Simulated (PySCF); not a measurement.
## `[H]/N=C/C(=C\C=C)[SiH2]Cl`, C5H8ClNSi

Geometry:
| atom | x (Å) | y (Å) | z (Å) |
| --- | --- | --- | --- |
| C1 | 2.939 | -0.968 | 0.517 |
| C2 | 1.923 | -0.181 | 0.168 |
| C3 | 0.549 | -0.599 | 0.274 |
| C4 | -0.549 | 0.106 | -0.068 |
| C5 | -0.540 | 1.437 | -0.623 |
| N6 | -1.677 | 1.935 | -0.872 |
| Si7 | -2.337 | -0.492 | 0.107 |
| Cl8 | -2.247 | -2.366 | 0.888 |
| H9 | 2.774 | -1.963 | 0.897 |
| H10 | 3.964 | -0.648 | 0.436 |
| H11 | 2.123 | 0.813 | -0.209 |
| H12 | 0.407 | -1.596 | 0.676 |
| H13 | 0.410 | 1.950 | -0.805 |
| H14 | -1.686 | 2.872 | -1.265 |
| H15 | -3.077 | 0.322 | 1.062 |
| H16 | -2.983 | -0.612 | -1.193 |

Computed, not measured: GIAO PBE0/pcSseg-1 magnetisability, rotational g tensor and spin-rotation constants, non-relativistic, gas phase (PySCF). Geometry: GFN2-xTB.

Problem. How diamagnetic is it, and how anisotropic?

Solution. Isotropic -1280 × 10⁻³⁰ J/T², or -77.1 × 10⁻⁶ cm³/mol; principal values -1622, -1126, -1094 × 10⁻³⁰ J/T², anisotropy 514 × 10⁻³⁰ J/T² (root of half the summed squared differences of the principal values). The susceptibility is in cgs units.

Problem. Split it along the inertial axes a, b, c into diamagnetic and paramagnetic parts about the centre of mass, with the quadrupole moment.

Solution. 
| axis | χ (10⁻⁶ cm³/mol) | diamagnetic (10⁻⁶ cm³/mol) | paramagnetic (10⁻⁶ cm³/mol) | summed x² of all electrons (Å²) | quadrupole Θ (D Å) |
| --- | --- | --- | --- | --- | --- |
| a | -67.8 | -848.1 | 780.4 | 288.0 | +2.48 |
| b | -65.9 | -1293.4 | 1227.5 | 183.1 | +5.93 |
| c | -97.7 | -1998.9 | 1901.2 | 16.8 | -8.41 |

Anisotropies 2χaa − χbb − χcc = +28.1 and 2χbb − χaa − χcc = +33.7 × 10⁻⁶ cm³/mol. Θ is traceless in Buckingham's convention.

Problem. And the rotational g tensor?

Solution. 
```csv
axis,rotational constant (GHz),g,nuclear part,electronic part
a,1.6017,-0.0309,0.5563,-0.5872
b,0.9967,-0.0210,0.5537,-0.5747
c,0.6189,-0.0014,0.5514,-0.5528
```
Asymmetric top; isotopes 12C, 35Cl, 1H, 14N, 28Si; no vibrational averaging.
